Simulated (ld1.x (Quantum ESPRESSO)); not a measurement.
# Which change was made? (Ru, TM)

ruthenium, norm-conserving Troullier–Martins (Kleinman–Bylander form), made with ld1.x (Quantum ESPRESSO) 7.5 (PBE, non-relativistic). Core [Kr], reference 4d7.5 5s0.5 5p0. Waves: 5p (bound, empty): rc 3.85 bohr; 4d (bound): rc 1.15 bohr; 5s (bound): rc 2.60 bohr. Local part: the s channel. Core correction: Bessel-smoothed model core, default radius (core density twice the valence density).

Cutoffs, loose and tight: the cutoffs (Ry, on a coarse ladder) from which the occupation-weighted sum of valence levels, in a spherical-Bessel basis at the reference potential, stays within 10 and 1 mRy of its value at 400 Ry. They do not see the model core or the augmentation charge, which bear on the density cutoff. Test errors are all-electron minus pseudo excitation energies from the reference, over the configurations 4d7 5s1 5p0; 4d7 5s0 5p0; 4d6 5s0 5p0; 4d6 5s1 5p0; 4d7 5s0.5 5p0; 4d6 5s2 5p0; 4d7 5s0 5p1; variants that change the core or the reference have their own tests. The largest error is taken over the tests solved by every variant that gives reliable tests at all, those not shown here included: 4d6 5s0 5p0; 4d6 5s1 5p0; 4d6 5s2 5p0; 4d7 5s0.5 5p0; 4d7 5s1 5p0.

The base gives: outcome: generated; cutoff, loose: 80 Ry; cutoff, tight: 110 Ry; bound ghosts: none; largest test error (meV): -307.

Problem. After one change the result is: outcome: generated; cutoff, loose: 55 Ry; cutoff, tight: 70 Ry; bound ghosts: none; largest test error (meV): -305. Which change was it?
A. reference 4d7 5s1 5p0
B. wave 4d (bound): rc 1.15 bohr becomes 4d (bound): rc 1.58 bohr
C. all radii but the core radius scaled by about 0.85 (s 2.22, p 3.28, d 0.98 bohr)

Solution. B. The others give: reference 4d7 5s1 5p0 → outcome: generated; cutoff, loose: 80 Ry; cutoff, tight: 110 Ry; bound ghosts: none; largest test error (meV): -2108 | all radii but the core radius scaled by about 0.85 (s 2.22, p 3.28, d 0.98 bohr) → outcome: generated; cutoff, loose: 160 Ry; cutoff, tight: 260 Ry; bound ghosts: none; largest test error (meV): -286.
